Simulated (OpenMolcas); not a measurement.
Eu⁴⁺: effect of the IPEA shift

```
Program             : OpenMolcas 26.06
Basis               : ANO-RCC-VTZP [8s7p5d3f2g1h]
Scalar Hamiltonian  : DKH2, point nucleus
Active space        : 5 electrons in 7 orbitals (4f)
State averaging     : 2S+1 = 6 odd, 21 roots; 2S+1 = 4 odd, 224 roots (128 in the spin-orbit step); 2S+1 = 2 odd, 249 roots kept (CI in the orbitals of an earlier block, 143 in the spin-orbit step)
Spin-orbit coupling : state interaction with AMFI integrals over the reference wave functions, term energies averaged over their components
```

Methods on the same reference wave functions:
A. CASSCF
B. MS-CASPT2, IPEA 0 Eh, imaginary shift 0.1 Eh (closed shells correlated: 5s 5p)
C. MS-CASPT2, IPEA 0.25 Eh, imaginary shift 0.1 Eh (closed shells correlated: 5s 5p)

Energies in cm⁻¹ above 4f⁵ ⁶H°_5/2.

```csv
Level,A,B,C
4f⁵ ⁶H°_5/2,0.0,0.0,0.0
4f⁵ ⁶H°_7/2,1391,1442,1432
4f⁵ ⁶H°_9/2,3020,3110,3090
4f⁵ ⁶H°_11/2,4811,4910,4890
4f⁵ ⁶H°_13/2,6706,6790,6780
4f⁵ ⁶H°_15/2,8664,8700,8700
4f⁵ ⁶F°_1/2,9152,7790,7960
4f⁵ ⁶F°_3/2,9472,8080,8260
4f⁵ ⁶F°_5/2,10138,8730,8910
4f⁵ ⁶F°_7/2,11302,9910,10090
4f⁵ ⁶F°_9/2,12900,11540,11710
4f⁵ ⁶F°_11/2,14797,13450,13620
4f⁵ ⁴F°_3/2(1),24691,21750,22200
4f⁵ ⁴M°_15/2 [69 %],26384,25610,26000
4f⁵ ⁴G°_7/2(1) [58 %],26705,23690,24200
4f⁵ ⁴I°_9/2(1),27153,24900,25420
4f⁵ ⁴I°_11/2(1) [74 %],27774,25620,26130
4f⁵ ⁴I°_13/2(1) [56 %],28550,26460,26970
4f⁵ ⁴M°_17/2,28587,27960,28310
4f⁵ ⁴F°_5/2(1) [50 %],29572,26560,27050
4f⁵ ⁴I°_15/2(1) [54 %],30085,28230,28700
4f⁵ ⁴G°_9/2(1) [71 %],30247,27180,27710
4f⁵ ⁴M°_19/2,30570,30010,30350
4f⁵ ⁴M°_21/2,32244,31770,32090
```

Between B and C the level of the table that moves most is 4f⁵ ⁴G°_9/2(1) [71 %], by 540 cm-1 (lowest in B, highest in C). Moves below CASPT2's spread within the term are not significant.

From A to B the spin-free energies of the other terms of 4f⁵ shown, above ⁶H°, scale by factors of 0.80 to 0.98.

The lowest spin-free term lies below A's lowest term by 0.389 hartree in B, 0.382 hartree in C.

Term energies are means over components that CASPT2 splits; among the terms shown or strongly mixed into the levels shown the widest spread is 370 cm-1 (4f⁵ ⁶H°, B). High states are left out of the spin-orbit mixing, which shifts the levels that they would mix with. Without dynamic correlation excited terms often stand tens of per cent too high (terms of higher spin than the ground term too low), and those without a measured partner can miss by more than the paired ones (holds for A). Blocks of more than 70 roots (2S+1 = 4 odd, 2 odd) ran without multistate coupling (holds for B; C). Only configurations of the active space appear. The table leaves out levels that lie high or whose names do not pair safely across all columns.

A share in square brackets marks a mixed level and gives the weight of the term that names it, the lowest over the columns. A number in round brackets counts repeated terms of one configuration in the order of the reference energies. ° marks odd parity.
